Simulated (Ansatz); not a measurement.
`O[SiH2]S` + `O[SiH2][SiH3]` → `O[SiH2][SiH](O)S` + SiH₄  (redistribution)

Calculated with Ansatz (gas phase, PBE0-D4/def2-TZVP geometries, no zero-point term in ΔE). CCSD(T)/CBS adds triple-zeta CCSD(T) − MP2 to the extrapolated MP2 energy (def2 sets, frozen cores). This one scheme is used for every species. Functionals use def2-TZVPP. Each species was taken in one conformer, which may not be the lowest.

```
           species  PBE0-D4 energy (Eh)
        `O[SiH2]S`           -765.10653
   `O[SiH2][SiH3]`           -657.57418
`O[SiH2][SiH](O)S`          -1130.92294
              SiH₄           -291.75788
```

**Question.** Work out ΔE.

**Answer.** ΔE = (-1130.92294) + (-291.75788) − (-765.10653) − (-657.57418) = -0.00011 Eh = -0.1 kcal/mol. CCSD(T)/CBS gives +0.2 kcal/mol.

Largest T1 diagnostic among the species: 0.012.

The D4 term adds −1.5 kcal/mol with B3LYP and −0.9 kcal/mol with PBE0; it sums over pairs of atoms, weighted by their polarisabilities, and B3LYP, whose exchange is more repulsive, gets the larger term. In def2-TZVPP, CCSD(T) changes the Hartree–Fock value by −1.1 kcal/mol (the triples alone add −0.3 kcal/mol) and MP2 by −1.4 kcal/mol.

B3LYP here is the variant with VWN-RPA as its local correlation; programs differ in this.
